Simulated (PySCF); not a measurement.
Species: C6H7F2 (charge +1).
SMILES: `FC(F)C1=C[CH+]CC1`

Method used: PySCF, TDDFT B3LYP/def2-SVPD, vertical, gas phase, core orbitals frozen in the response. The structure is a single GFN2-xTB conformer in the gas phase; no vibrational or solvent corrections. Torsions of this conformer, `[F:1][CH:2]([F:3])[C:4]1=[CH:5][CH+:6][CH2:7][CH2:8]1`: F1–C2–C4–C5 -157°.

Computed singlets:

| state | E (eV) | f |
| --- | --- | --- |
| S1 | 4.25 | 0.021 |
| S2 | 5.15 | 0.228 |
| S3 | 5.45 | 0.0068 |
| S4 | 5.80 | 0.0003 |
| S5 | 5.98 | 0.019 |
| S6 | 6.05 | 0.0078 |
| S7 | 6.10 | 0.028 |
| S8 | 6.36 | 0.063 |

How much of the mean static polarisability do these states give, one by one?

Each state adds f / ΔE² (ΔE in hartree, 27.2114 eV).

```json
{"state": "S1", "f/ΔE² (au)": "0.85", "running sum (au)": "0.85", "running share of α (%)": "1.3"}
{"state": "S2", "f/ΔE² (au)": "6.38", "running sum (au)": "7.23", "running share of α (%)": "10.9"}
{"state": "S3", "f/ΔE² (au)": "0.17", "running sum (au)": "7.40", "running share of α (%)": "11.2"}
{"state": "S4", "f/ΔE² (au)": "0.01", "running sum (au)": "7.41", "running share of α (%)": "11.2"}
{"state": "S5", "f/ΔE² (au)": "0.40", "running sum (au)": "7.80", "running share of α (%)": "11.8"}
{"state": "S6", "f/ΔE² (au)": "0.16", "running sum (au)": "7.96", "running share of α (%)": "12.0"}
{"state": "S7", "f/ΔE² (au)": "0.55", "running sum (au)": "8.52", "running share of α (%)": "12.9"}
{"state": "S8", "f/ΔE² (au)": "1.15", "running sum (au)": "9.67", "running share of α (%)": "14.6"}
```

The full response gives 66.09 au (9.79 Å³), so 56.4 au comes from the higher roots of the same equations.

By how much does the contribution of these states grow at 589.3 nm?

With ω = 0.0773 hartree each state's term in the mean polarisability goes from f / ΔE² to f / (ΔE² − ω²); the sum over all 8 states goes from 9.67 to 11.55 au, a rise of 1.88 au.

The largest single term belongs to S2, which also has the largest f.

A one-level model with all 44 active electrons at a single energy would need ΔE = √(N/α) = 22.2 eV to give this α, against S1 at 4.25 eV.

On an Arm Neoverse V1 with one thread, no GPU, on a shared host, this took 37 s of wall time.
